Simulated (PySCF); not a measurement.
This PySCF input asks for the NMR shieldings of SMILES Cl[SiH2]O[SiH2]P[SiH2]Cl, Cl2H7OPSi3; the geometry comes from GFN2-xTB.

```python
import basis_set_exchange as bse
import numpy as np
from pyscf import gto, dft
from pyscf.prop import nmr

atoms = """
Cl   -2.660363    2.014328   -0.742529
Si   -3.054953    0.409768    0.385607
O    -1.709803   -0.039826    1.160557
Si   -0.115944   -0.317404    1.296527
P     0.714194   -0.587954   -0.761424
Si    2.911292   -0.489698   -0.383029
Cl    3.504107    1.009917    0.826600
H    -3.459377   -0.690517   -0.474976
H    -3.969560    0.764451    1.457616
H    -0.016741   -1.584084    2.015201
H     0.395368    0.822591    2.053623
H     0.570219    0.733189   -1.145101
H     3.573519   -0.299273   -1.670390
H     3.317364   -1.745960    0.239576
"""
names = dict.fromkeys(["Cl", "Si", "O", "P", "H"], "pcSseg-1")
basis = {el: gto.basis.parse(bse.get_basis(n, elements=[el], fmt="nwchem")) for el, n in names.items()}
mol = gto.M(atom=atoms, basis=basis, charge=0, verbose=0)
mf = dft.RKS(mol, xc="PBE0")
mf.grids.level = 2
mf.grids.alignment = dft.numint.BLKSIZE   # the property module wants whole blocks of grid points
mf.conv_tol = 1e-9
mf.kernel()

calc = nmr.RKS(mf)   # GIAO
C = mf.mo_coeff
Co = C[:, mf.mo_occ > 0]
resp = mf.gen_response(singlet=True, hermi=2)
def vind(x):   # induced exchange potential for any number of trial vectors
    d = np.einsum("pi,xij,qj->xpq", C, 2 * x.reshape(-1, C.shape[1], Co.shape[1]), Co, optimize=True)
    return np.einsum("xpq,pi,qj->xij", resp(d - d.transpose(0, 2, 1)), C, Co, optimize=True).ravel()
mo1, _ = nmr.rhf.solve_mo1(calc, with_cphf=vind)
sigma = calc.kernel(mo1)
for i, s in enumerate(sigma):   # ppm
    print("%2d %-2s %9.2f" % (i, mol.atom_pure_symbol(i), np.trace(s) / 3))
```

Q: Give the expected output.

A: 
```
 0 Cl    907.20
 1 Si    373.70
 2 O     283.81
 3 Si    366.88
 4 P     581.04
 5 Si    369.82
 6 Cl    967.81
 7 H      26.24
 8 H      26.35
 9 H      26.12
10 H      25.66
11 H      30.07
12 H      26.14
13 H      26.35
```

These numbers come from an equivalent density-fitted implementation of the same equations, which agrees with the script to about 0.01 ppm for H and up to a few tenths of a ppm for heavy atoms, so last digits may differ.

Size and cost of the density-fitted run: 196 basis functions, about 80 core-seconds.
